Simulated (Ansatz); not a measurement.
Ansatz (a program for electronic structure) job for H5O4Si, SMILES O[Si](O)(O)[OH2+], charge +1, PBE-D3(BJ)/def2-SVP. 

Ansatz 0.2 input:
```yaml
crystal:
  periodic: [false, false, false]
  atoms:
    - {symbol: O, position_ang: [0.42801547, -0.33944658, 1.59292112]}
    - {symbol: Si, position_ang: [0.19788985, -0.05662123, 0.03140217]}
    - {symbol: O, position_ang: [0.05664356, -1.28089659, -1.00466887]}
    - {symbol: O, position_ang: [0.90018122, 1.30234073, -0.45782188]}
    - {symbol: O, position_ang: [-1.56782840, 0.40109666, -0.15017288]}
    - {symbol: H, position_ang: [0.25233802, -1.17434596, 2.04199004]}
    - {symbol: H, position_ang: [0.77973851, -1.71995710, -1.46691235]}
    - {symbol: H, position_ang: [1.59437047, 1.74864581, 0.04211069]}
    - {symbol: H, position_ang: [-1.86259533, 1.32279356, -0.04512984]}
    - {symbol: H, position_ang: [-2.07040414, -0.04919305, -0.85374874]}
basis:
  gaussian:
    orbitals: def2-SVP
hamiltonian:
  xc: pbe
  dispersion: d3bj
total_charge: 1
relax: {f_tol: 0.002, max_steps: 200}
```

Log of the run:

```
[...]
these checks for a lower state are left out or cut short: starts, cluster_reference, orbital_swaps, neighbouring_geometries, increment
integrals: 0.04 GiB planned
1058 factors; their error is unknown
mean field: 0.25 GiB planned
mean field -16122.91110970 eV, -592.5060547800 hartree, gradient 1.6e-5 eV, S^2 0.000000; 0 other end points of the search recorded, 0 dependent functions left out
the calculation of the forces begins
reference -16122.91114234 eV, -592.5060559793 hartree; 25, 25 occupied and 74, 74 virtual orbitals, 1058 factors
relax step   5: F+E_penalty+E_count = -16123.08446780 eV  Δ(F+E_penalty+E_count) = -2.968e-3 eV  max|allowed force component| = 2.964e-2 eV/Å  Δτ_max = 0.0162 Å  (28 SCF iters, accepted)
these checks for a lower state are left out or cut short: starts, cluster_reference, orbital_swaps, neighbouring_geometries, increment
integrals: 0.04 GiB planned
1058 factors; their error is unknown
mean field: 0.25 GiB planned
mean field -16122.91093931 eV, -592.5060485179 hartree, gradient 2.0e-5 eV, S^2 0.000000; 0 other end points of the search recorded, 0 dependent functions left out
the calculation of the forces begins
reference -16122.91097187 eV, -592.5060497146 hartree; 25, 25 occupied and 74, 74 virtual orbitals, 1058 factors
relax step   6: F+E_penalty+E_count = -16123.08452743 eV  Δ(F+E_penalty+E_count) = -5.963e-5 eV  max|allowed force component| = 1.006e-1 eV/Å  Δτ_max = 0.0391 Å  (26 SCF iters, accepted)
these checks for a lower state are left out or cut short: starts, cluster_reference, orbital_swaps, neighbouring_geometries, increment
integrals: 0.04 GiB planned
1058 factors; their error is unknown
mean field: 0.25 GiB planned
mean field -16122.91183005 eV, -592.5060812521 hartree, gradient 1.6e-5 eV, S^2 0.000000; 0 other end points of the search recorded, 0 dependent functions left out
the calculation of the forces begins
reference -16122.91186260 eV, -592.5060824482 hartree; 25, 25 occupied and 74, 74 virtual orbitals, 1058 factors
relax step   7: F+E_penalty+E_count = -16123.08535832 eV  Δ(F+E_penalty+E_count) = -8.309e-4 eV  max|allowed force component| = 2.292e-2 eV/Å  Δτ_max = 0.0214 Å  (28 SCF iters, accepted)
these checks for a lower state are left out or cut short: starts, cluster_reference, orbital_swaps, neighbouring_geometries, increment
integrals: 0.04 GiB planned
1058 factors; their error is unknown
mean field: 0.25 GiB planned
mean field evaluation 64: about -16122.9119 eV, gradient 8.0e-6 eV
mean field -16122.91194672 eV, -592.5060855398 hartree, gradient 8.0e-6 eV, S^2 0.000000; 0 other end points of the search recorded, 0 dependent functions left out
the calculation of the forces begins
reference -16122.91197927 eV, -592.5060867360 hartree; 25, 25 occupied and 74, 74 virtual orbitals, 1058 factors
relax step   8: F+E_penalty+E_count = -16123.08546760 eV  Δ(F+E_penalty+E_count) = -1.093e-4 eV  max|allowed force component| = 1.253e-2 eV/Å  Δτ_max = 0.0057 Å  (29 SCF iters, accepted)
these checks for a lower state are left out or cut short: starts, cluster_reference, orbital_swaps, neighbouring_geometries, increment
integrals: 0.04 GiB planned
1058 factors; their error is unknown
mean field: 0.25 GiB planned
mean field -16122.91203539 eV, -592.5060887984 hartree, gradient 8.2e-6 eV, S^2 0.000000; 0 other end points of the search recorded, 0 dependent functions left out
the calculation of the forces begins
reference -16122.91206795 eV, -592.5060899947 hartree; 25, 25 occupied and 74, 74 virtual orbitals, 1058 factors
relax step   9: F+E_penalty+E_count = -16123.08556450 eV  Δ(F+E_penalty+E_count) = -9.690e-5 eV  max|allowed force component| = 1.914e-2 eV/Å  Δτ_max = 0.0132 Å  (28 SCF iters, accepted)
these checks for a lower state are left out or cut short: starts, cluster_reference, orbital_swaps, neighbouring_geometries, increment
integrals: 0.04 GiB planned
1058 factors; their error is unknown
mean field: 0.25 GiB planned
mean field -16122.91213061 eV, -592.5060922975 hartree, gradient 1.7e-5 eV, S^2 0.000000; 0 other end points of the search recorded, 0 dependent functions left out
the calculation of the forces begins
reference -16122.91216317 eV, -592.5060934940 hartree; 25, 25 occupied and 74, 74 virtual orbitals, 1058 factors
relax step  10: F+E_penalty+E_count = -16123.08569328 eV  Δ(F+E_penalty+E_count) = -1.288e-4 eV  max|allowed force component| = 1.783e-2 eV/Å  Δτ_max = 0.0239 Å  (28 SCF iters, accepted)
these checks for a lower state are left out or cut short: starts, cluster_reference, orbital_swaps, neighbouring_geometries, increment
integrals: 0.04 GiB planned
1058 factors; their error is unknown
mean field: 0.25 GiB planned
mean field -16122.91224144 eV, -592.5060963706 hartree, gradient 1.6e-5 eV, S^2 0.000000; 0 other end points of the search recorded, 0 dependent functions left out
the calculation of the forces begins
reference -16122.91227401 eV, -592.5060975675 hartree; 25, 25 occupied and 74, 74 virtual orbitals, 1058 factors
relax step  11: F+E_penalty+E_count = -16123.08582520 eV  Δ(F+E_penalty+E_count) = -1.319e-4 eV  max|allowed force component| = 3.271e-2 eV/Å  Δτ_max = 0.0251 Å  (27 SCF iters, accepted)
these checks for a lower state are left out or cut short: starts, cluster_reference, orbital_swaps, neighbouring_geometries, increment
integrals: 0.04 GiB planned
1058 factors; their error is unknown
mean field: 0.25 GiB planned
mean field -16122.91233467 eV, -592.5060997965 hartree, gradient 1.7e-5 eV, S^2 0.000000; 0 other end points of the search recorded, 0 dependent functions left out
the calculation of the forces begins
reference -16122.91236724 eV, -592.5061009935 hartree; 25, 25 occupied and 74, 74 virtual orbitals, 1058 factors
relax step  12: F+E_penalty+E_count = -16123.08594109 eV  Δ(F+E_penalty+E_count) = -1.159e-4 eV  max|allowed force component| = 4.441e-2 eV/Å  Δτ_max = 0.0150 Å  (27 SCF iters, accepted)
these checks for a lower state are left out or cut short: starts, cluster_reference, orbital_swaps, neighbouring_geometries, increment
integrals: 0.04 GiB planned
1058 factors; their error is unknown
mean field: 0.25 GiB planned
mean field evaluation 96: about -16122.9124 eV, gradient 7.6e-2 eV
mean field -16122.91241755 eV, -592.5061028423 hartree, gradient 1.7e-5 eV, S^2 0.000000; 0 other end points of the search recorded, 0 dependent functions left out
the calculation of the forces begins
reference -16122.91245013 eV, -592.5061040397 hartree; 25, 25 occupied and 74, 74 virtual orbitals, 1058 factors
relax step  13: F+E_penalty+E_count = -16123.08603631 eV  Δ(F+E_penalty+E_count) = -9.522e-5 eV  max|allowed force component| = 3.536e-2 eV/Å  Δτ_max = 0.0145 Å  (27 SCF iters, accepted)
these checks for a lower state are left out or cut short: starts, cluster_reference, orbital_swaps, neighbouring_geometries, increment
integrals: 0.04 GiB planned
1058 factors; their error is unknown
mean field: 0.25 GiB planned
mean field -16122.91243818 eV, -592.5061036006 hartree, gradient 8.4e-6 eV, S^2 0.000000; 0 other end points of the search recorded, 0 dependent functions left out
the calculation of the forces begins
reference -16122.91247076 eV, -592.5061047980 hartree; 25, 25 occupied and 74, 74 virtual orbitals, 1058 factors
relax step  14: F+E_penalty+E_count = -16123.08607508 eV  Δ(F+E_penalty+E_count) = -3.877e-5 eV  max|allowed force component| = 2.735e-2 eV/Å  Δτ_max = 0.0091 Å  (27 SCF iters, accepted)
these checks for a lower state are left out or cut short: starts, cluster_reference, orbital_swaps, neighbouring_geometries, increment
integrals: 0.04 GiB planned
1058 factors; their error is unknown
mean field: 0.25 GiB planned
mean field -16122.91246169 eV, -592.5061044645 hartree, gradient 1.5e-5 eV, S^2 0.000000; 0 other end points of the search recorded, 0 dependent functions left out
the calculation of the forces begins
reference -16122.91249428 eV, -592.5061056620 hartree; 25, 25 occupied and 74, 74 virtual orbitals, 1058 factors
relax step  15: F+E_penalty+E_count = -16123.08608711 eV  Δ(F+E_penalty+E_count) = -1.203e-5 eV  max|allowed force component| = 9.730e-3 eV/Å  Δτ_max = 0.0047 Å  (23 SCF iters, accepted)
these checks for a lower state are left out or cut short: starts, cluster_reference, orbital_swaps, neighbouring_geometries, increment
integrals: 0.04 GiB planned
1058 factors; their error is unknown
mean field: 0.25 GiB planned
mean field -16122.91245132 eV, -592.5061040833 hartree, gradient 8.3e-5 eV, S^2 0.000000; 0 other end points of the search recorded, 0 dependent functions left out
the calculation of the forces begins
reference -16122.91248390 eV, -592.5061052809 hartree; 25, 25 occupied and 74, 74 virtual orbitals, 1058 factors
relax step  16: F+E_penalty+E_count = -16123.08608618 eV  Δ(F+E_penalty+E_count) = +9.322e-7 eV  max|allowed force component| = 1.331e-2 eV/Å  Δτ_max = 0.0011 Å  (19 SCF iters, rejected (line search))
these checks for a lower state are left out or cut short: starts, cluster_reference, orbital_swaps, neighbouring_geometries, increment
integrals: 0.04 GiB planned
1058 factors; their error is unknown
mean field: 0.25 GiB planned
mean field -16122.91246119 eV, -592.5061044462 hartree, gradient 3.2e-5 eV, S^2 0.000000; 0 other end points of the search recorded, 0 dependent functions left out
the calculation of the forces begins
reference -16122.91249378 eV, -592.5061056437 hartree; 25, 25 occupied and 74, 74 virtual orbitals, 1058 factors
relax step  17: F+E_penalty+E_count = -16123.08609288 eV  Δ(F+E_penalty+E_count) = -5.765e-6 eV  max|allowed force component| = 2.794e-3 eV/Å  Δτ_max = 0.0005 Å  (19 SCF iters, accepted)
these checks for a lower state are left out or cut short: starts, cluster_reference, orbital_swaps, neighbouring_geometries, increment
integrals: 0.04 GiB planned
1058 factors; their error is unknown
mean field: 0.25 GiB planned
mean field -16122.91246549 eV, -592.5061046042 hartree, gradient 1.1e-5 eV, S^2 0.000000; 0 other end points of the search recorded, 0 dependent functions left out
the calculation of the forces begins
reference -16122.91249808 eV, -592.5061058018 hartree; 25, 25 occupied and 74, 74 virtual orbitals, 1058 factors
relax step  18: F+E_penalty+E_count = -16123.08609598 eV  Δ(F+E_penalty+E_count) = -3.103e-6 eV  max|allowed force component| = 1.807e-3 eV/Å  Δτ_max = 0.0023 Å  (22 SCF iters, accepted)
integrals: 0.04 GiB planned
1058 factors; their error is unknown
mean field: 0.25 GiB planned
mean field evaluation 128: about -16122.9657 eV, gradient 7.6e-2 eV
mean field -16122.91246549 eV, -592.5061046042 hartree, gradient 1.1e-5 eV, S^2 0.000000; 1 other end points of the search recorded, 0 dependent functions left out
the calculation of the forces begins
reference -16122.91249808 eV, -592.5061058018 hartree; 25, 25 occupied and 74, 74 virtual orbitals, 1058 factors
Total energy: -16123.08612857 eV, -592.5124866047 hartree
Atom 0 at     0.471040    -0.364039     1.602986 Å, force    -0.000125     0.000168    -0.000291 eV/Å
Atom 1 at     0.197460    -0.054723     0.035359 Å, force     0.000367    -0.000366    -0.000836 eV/Å
Atom 2 at     0.031719    -1.264854    -1.042119 Å, force     0.000484     0.001807     0.001791 eV/Å
Atom 3 at     0.861216     1.349014    -0.441590 Å, force     0.000192    -0.000570     0.000866 eV/Å
Atom 4 at    -1.593185     0.414405    -0.124988 Å, force    -0.000243    -0.000999     0.000845 eV/Å
Atom 5 at     0.292582    -1.228547     2.017634 Å, force     0.000102    -0.000077     0.000035 eV/Å
Atom 6 at     0.780569    -1.770138    -1.408420 Å, force     0.000343    -0.001155    -0.001063 eV/Å
Atom 7 at     1.574711     1.770841     0.073503 Å, force    -0.000243    -0.000165    -0.000497 eV/Å
Atom 8 at    -1.811098     1.373436    -0.163052 Å, force    -0.000567     0.001802    -0.000101 eV/Å
Atom 9 at    -2.096664    -0.070978    -0.819344 Å, force    -0.000311    -0.000446    -0.000749 eV/Å
Dipole moment:    -0.396111    -0.033078    -0.100229 e Å
```

Self-consistency was reached.

Cost: roughly 30 core-seconds.
